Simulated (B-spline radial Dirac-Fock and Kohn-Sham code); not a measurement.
# Compton profile of Ba⁴⁹⁺

System: barium as Ba⁴⁹⁺ in the configuration [He] 2s2 2p3.

These are calculated numbers from an atomic code on a B-spline grid; the model is the impulse approximation on Dirac-Fock densities. pz is in atomic units of momentum; subshell profiles are per electron, for a selection of subshells; open shells are spread over both j values by their weights.

```csv
pz,J total,J 1s1/2,J 2s1/2,J 2p3/2
4,0.1859,0.0141,0.0417,0.0252
5.8,0.1717,0.0138,0.0353,0.0249
8.4,0.1469,0.0134,0.0251,0.0236
12,0.1116,0.0126,0.0131,0.0202
18,0.06683,0.0108,0.00340,0.0127
26,0.03550,0.00827,0.00133,0.00525
37,0.01720,0.00522,0.00120,0.00135
53,0.006856,0.00246,0.000606,0.000210
77,0.002027,0.000803,0.000170,2.12e-05
110,0.0005056,0.000211,3.79e-05,1.97e-06
```

Question: What is the peak value J(0), and which subshell contributes most to it?

Answer: J(0) = 0.2004. The 2s1/2 subshell gives the largest part, 48 %.

Mean momentum ⟨p⟩ by subshell (a.u.): 1s1/2 52.8, 2s1/2 19.6, 2p1/2 26.0, 2p3/2 24.5.
